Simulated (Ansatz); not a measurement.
Species: CaCl2, charge 0, multiplicity 1. 
Structure (B3LYP-D3(BJ)/def2-TZVP (Ansatz, a quantum-chemistry and plane-wave program) minimum search):
```xyz
3

Ca     0.0000     0.0000     0.0000
Cl     0.0000     0.0000     2.4696
Cl     0.0000     0.0000    -2.4696
```

Basis-set convergence of Hartree-Fock and CCSD correlation energies (hartree) with Ansatz. Valence correlation only, unless marked. Spin-orbit coupling is left out. The frozen core is the preceding noble-gas configuration, with the filled d and f shells of earlier blocks. The outer core of K, Ca and their heavier congeners is not correlated, a term that matters for these elements. Non-relativistic.

| basis | functions | E(HF) | E(corr, CCSD) |
|---|---|---|---|
| def2-SVPD | 81 | -1595.59881 | -0.33488 |
| def2-TZVPPD | 138 | -1595.97575 | -0.43888 |
| def2-QZVPPD | 228 | -1596.01675 | -0.47938 |

Extrapolating the two largest sets (X = 3 and 4) as X^-3: E(corr) = (64·(-0.47938) - 27·(-0.43888))/37 = -0.5089 Eh, an estimate of the basis-set limit. The largest set recovers 94.2 % of it, the smallest 65.8 %.
